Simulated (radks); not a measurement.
Question: Rh VI, configuration [Kr] 4d4. All-electron calculation, scalar-relativistic Kohn-Sham, LB94 model potential, spin-polarised, spherical densities, finite nucleus; open shells are filled with parallel spins first (spin-orbit coupling, left out, can overturn this in heavy ions); Fermi nuclear charge, rms radius 4.4945 fm. Program: a radial shooting solver on a logarithmic mesh with Libxc functionals. Some entries of the table are withheld. Estimate them.

orbital,occ.,eigenvalue (hartree),r(max) (bohr),<r^2> (bohr^2)
1s down,1,-854.2043,0.02117,0.001433
1s up,1,-854.2031,0.02117,0.001433
2s up,1,-126.9279,0.1197,0.02361
2s down,1,-126.9231,0.1197,0.02361
2p up,3,-114.2400,0.09560,0.01857
2p down,3,-114.2384,0.09560,0.01856
3s up,1,-25.32798,0.3517,0.1741
3s down,1,-25.31673,0.3519,0.1745
3p up,3,-21.14113,0.3448,0.1761
3p down,3,-21.12960,0.3450,0.1765
3d up,5,-14.43195,0.2904,0.1617
3d down,5,-14.41583,0.2906,0.1622
4s up,1,-5.95327,0.8715,1.040
4s down,1,-5.92732,0.8680,1.032
4p up,3,-4.74069,(1),1.234
4p down,3,-4.70668,(2),1.225
4d up,4,-2.96443,1.078,(3)
4d down,0,-2.92228,1.072,(4)
5s up,0,-2.28380,2.000,4.933
5s down,0,-2.26093,2.009,5.009
5p up,0,-1.92230,(5),6.051
5p down,0,-1.90629,(6),6.162

Answer: 
(1) 4p up r(max) (bohr): 0.9302
(2) 4p down r(max) (bohr): 0.9259
(3) 4d up <r^2> (bohr^2): 1.838
(4) 4d down <r^2> (bohr^2): 1.836
(5) 5p up r(max) (bohr): 2.216
(6) 5p down r(max) (bohr): 2.231
